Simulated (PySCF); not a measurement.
Gas-phase reaction: 2 GeO + 3 F2O = 2 GeF3 + 5 O

Energies from PySCF (xtb for GFN2), thermal terms from the rigid-rotor harmonic-oscillator model, ideal gas at 1 bar. † marks an energy on the PBE0/def2-TZVP geometry and frequencies; other levels use their own. 6-31G* has spherical d functions here. Open shells (unrestricted): GeF3 (multiplicity 2), O (multiplicity 3); the rest are closed-shell singlets. GFN2 has no spin-polarisation term. Spin-orbit splitting is ignored; it lowers the true energy and changes the entropy of O. B3LYP is the form with VWN-RPA correlation. Ge: all electrons, no relativistic terms. GeF3: computed as isolated molecules; such fragments, hydroxides, amides, oligomers or adducts are transient or little studied in the gas.

GFN2-xTB gives ΔH°(298 K) = 1910 kJ.

What do HF/6-31G*, BLYP/def2-TZVP†, B3LYP/6-31G* give?

HF/6-31G*: -1710 kJ; BLYP/def2-TZVP†: 19 kJ; B3LYP/6-31G*: -175 kJ. For scale, ΔH°(298 K) is 1910 kJ at this level, -254 kJ at ωB97M-V/def2-TZVP†, and runs from -1736 to 1910 kJ over the 20 levels computed († marks an energy on the PBE0/def2-TZVP geometry).
